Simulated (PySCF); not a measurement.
Species: BGeH8NSi.
Atom-mapped SMILES: `[BH2:1][GeH2:2][NH:3][SiH3:4]` (hydrogens: H5, H6 on B1; H7, H8 on Ge2; H9 on N3; H10, H11, H12 on Si4)

Method: PBE0-D3(BJ)/def2-SVP geometry optimisation, gas phase (PySCF 2.14.0).

(1) List the bond lengths, angles and torsions at this level.

Answers

(1) 
```tsv
bond	length (Å)
B1–Ge2	2.055
Ge2–N3	1.847
N3–Si4	1.733
B1–H5, B1–H6	1.208
Ge2–H7	1.555
Ge2–H8	1.542
N3–H9	1.016
Si4–H10, Si4–H11, Si4–H12	1.498
```

Bonds in one row agree within 0.01 Å and their mean is given. A selection of angles:
```tsv
angle	degrees
Ge2–B1–H5	120.4
Ge2–B1–H6	121.3
H5–B1–H6	118.3
B1–Ge2–N3	110.8
B1–Ge2–H7	108.0
B1–Ge2–H8	114.0
N3–Ge2–H7	111.3
N3–Ge2–H8	106.1
H7–Ge2–H8	106.5
Ge2–N3–Si4	128.2
Ge2–N3–H9	114.1
Si4–N3–H9	116.9
N3–Si4–H10	114.8
N3–Si4–H11	107.7
N3–Si4–H12	110.0
H10–Si4–H11	107.6
H11–Si4–H12	109.8
```

Dihedral angles: B1–Ge2–N3–Si4 -160° (antiperiplanar). The mirror-image conformer, all signs reversed, is as good.

Si4 (SiH3 silicon) is distorted tetrahedral (angles from 106.9° to 114.8°). Ge2 (germanium bonded to B, N and 2 H) is distorted tetrahedral (angles from 106.1° to 114.0°). N3 (silicon-bound nitrogen) is almost planar (angles 128.2°, 116.9° and 114.1°, sum 359.2°, 0.08 Å off the plane of its three neighbours). B1 (three-coordinate boron) is planar (angles 121.3°, 120.4° and 118.3°, sum 360.0°, 0.02 Å off the plane of its three neighbours).

Point group: C1 (no symmetry element, even within 0.4 Å). No PBE0-D3(BJ)/def2-SVP frequencies stand behind this structure, so it isn't proved a minimum. The numbers are those of one conformer (H–B1–Ge2–N3 168° and -14°, B1–Ge2–N3–Si4 -160°).
